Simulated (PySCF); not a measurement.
Isomers of C3H14OSi3, one GFN2-xTB conformer each. Single-point energies are computed at PBE0/pcSseg-1 (PySCF, gas phase, no added dispersion term), electronic only.

```csv
SMILES,GFN2-xTB relative energy (kJ/mol)
CCOC([SiH3])([SiH3])[SiH3],273.7
CO[Si@H](C)C([SiH3])[SiH3],144.8
C[Si](C)(C)O[SiH2][SiH3],0.0
```

Conformers: `[CH3:1][CH2:2][O:3][C:4]([SiH3:5])([SiH3:6])[SiH3:7]` with C1–C2–O3–C4 180°; `[CH3:1][O:2][Si@H:3]([CH3:4])[CH:5]([SiH3:6])[SiH3:7]` with C1–O2–Si3–C4 -51°, O2–Si3–C5–Si6 178°; `[CH3:1][Si:2]([CH3:3])([CH3:4])[O:5][SiH2:6][SiH3:7]` with Si2–O5–Si6–Si7 62°.

**Question.** What does PBE0/pcSseg-1 give for the same structures?

**Answer.** 
```tsv
SMILES	PBE0/pcSseg-1 E (Eh)	PBE0/pcSseg-1 (kJ/mol)	GFN2-xTB (kJ/mol)	point group
C[Si](C)(C)O[SiH2][SiH3]	-1065.89618	0.0	0.0	C1
CO[Si@H](C)C([SiH3])[SiH3]	-1065.83139	170.1	144.8	C1
CCOC([SiH3])([SiH3])[SiH3]	-1065.74203	404.7	273.7	Cs
```

Both levels put the same isomer lowest; measured from each level's own lowest isomer, the values differ by up to 131.0 kJ/mol (CCOC([SiH3])([SiH3])[SiH3]: 273.7 against 404.7). As drawn, the lowest has an Si–O bond and an Si–Si bond, which the highest lacks.

**Question.** Which frontier levels, dipoles and rotational constants go with these structures?

**Answer.** 
```tsv
SMILES	HOMO (eV, PBE0/pcSseg-1)	LUMO (eV)	dipole (D)	A, B, C (MHz)
C[Si](C)(C)O[SiH2][SiH3]	-7.81	-0.31	0.65	2174, 737.3, 683.7
CO[Si@H](C)C([SiH3])[SiH3]	-7.96	0.53	1.60	1878, 930.7, 744.5
CCOC([SiH3])([SiH3])[SiH3]	-7.12	0.19	1.00	1447, 974.2, 969.6
```
